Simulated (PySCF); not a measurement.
Cd(SiH3)(SiMe3), C3H12CdSi2, SMILES C[Si](C)(C)[Cd][SiH3] (GFN2-xTB optimised geometry):

```
18

Cd    -1.455    -0.478     0.000
Si    -0.643    -2.952     0.000
H     -0.977    -4.002     0.982
H      0.849    -2.952     0.000
H     -0.984    -3.590    -1.302
Si    -0.772     1.524    -1.542
C      1.141     1.454    -1.227
C     -1.165     3.373    -1.921
C     -0.991     0.592    -3.230
H      1.718     1.784    -2.087
H      1.427     2.084    -0.386
H      1.455     0.430    -0.993
H     -0.980     4.002    -1.055
H     -2.204     3.505    -2.208
H     -0.547     3.742    -2.736
H     -2.011     0.678    -3.600
H     -0.772    -0.476    -3.110
H     -0.333     0.974    -4.007
```

Computed with CAM-B3LYP/def2-SVP, def2 effective core potentials past Kr in PySCF.

Question: What are the frontier orbital energies and the dipole moment?

Answer: HOMO-2 -9.55 eV, HOMO-1 -9.45 eV, HOMO -7.18 eV, LUMO -0.86 eV, LUMO+1 -0.30 eV; dipole moment 2.32 D.

On the same geometry PBE/def2-SVP, def2 effective core potentials past Kr (PySCF) gives HOMO-2 -6.97 eV, HOMO-1 -6.95 eV, HOMO -5.19 eV, LUMO -2.30 eV, LUMO+1 -1.70 eV; dipole moment 2.04 D.
